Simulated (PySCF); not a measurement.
## Spin-rotation constants: `C=COC[C@@H](C)F`, C₅H₉FO

Geometry:
| atom | x (Å) | y (Å) | z (Å) |
| --- | --- | --- | --- |
| C1 | 0.401 | -0.591 | 2.379 |
| C2 | 1.120 | -0.799 | 1.288 |
| O3 | 0.950 | -0.340 | 0.024 |
| C4 | -0.203 | 0.392 | -0.321 |
| C5 | -1.342 | -0.516 | -0.814 |
| C6 | -2.149 | -1.194 | 0.279 |
| F7 | -2.196 | 0.275 | -1.566 |
| H8 | -0.496 | 0.000 | 2.405 |
| H9 | 0.714 | -1.022 | 3.311 |
| H10 | 2.024 | -1.394 | 1.316 |
| H11 | 0.093 | 1.037 | -1.155 |
| H12 | -0.547 | 1.025 | 0.503 |
| H13 | -0.927 | -1.256 | -1.512 |
| H14 | -2.598 | -0.446 | 0.929 |
| H15 | -2.945 | -1.783 | -0.170 |
| H16 | -1.509 | -1.848 | 0.863 |

Method: PySCF 2.14.0, GIAO PBE/pcSseg-1 magnetisability, rotational g tensor and spin-rotation constants, non-relativistic, gas phase. Geometry: GFN2-xTB, dihedral held. The dihedral C5–C4–O3–C2 is held at 270°.

Question: Give the nuclear spin-rotation constants along the inertial axes (H = +C I·J) beside the isotropic shieldings.

Answer: Rotational constants 4.9344, 1.6113, 1.3478 GHz. A star marks the isotopologue with that one atom substituted, in its own axes.
```tsv
atom	isotope	Caa (kHz)	Cbb (kHz)	Ccc (kHz)	mean (kHz)	σ (ppm)
F7	19F	3.197	0.673	1.194	1.688	358.4
H8	1H	-0.123	-0.159	-0.037	-0.106	27.6
H9	1H	0.119	-0.089	-0.159	-0.043	27.5
H10	1H	0.021	-0.149	-0.026	-0.051	25.1
H11	1H	-0.397	0.059	-0.136	-0.158	27.2
H12	1H	-0.484	-0.138	0.046	-0.192	27.4
H13	1H	-0.516	-0.134	0.074	-0.192	26.7
H14	1H	-0.602	-0.143	0.013	-0.244	30.5
H15	1H	-0.170	-0.115	-0.113	-0.133	29.8
H16	1H	-0.054	-0.148	-0.121	-0.108	29.9
C1	13C*	1.657	0.371	0.247	0.759	96.9
C2	13C*	2.297	0.481	0.415	1.064	25.9
O3	17O*	-1.033	-0.235	-0.209	-0.492	188.1
C4	13C*	1.010	0.399	0.323	0.577	109.7
C5	13C*	1.074	0.485	0.379	0.646	85.7
C6	13C*	0.805	0.235	0.235	0.425	155.7
```
For the geometry as given, no vibrational averaging.
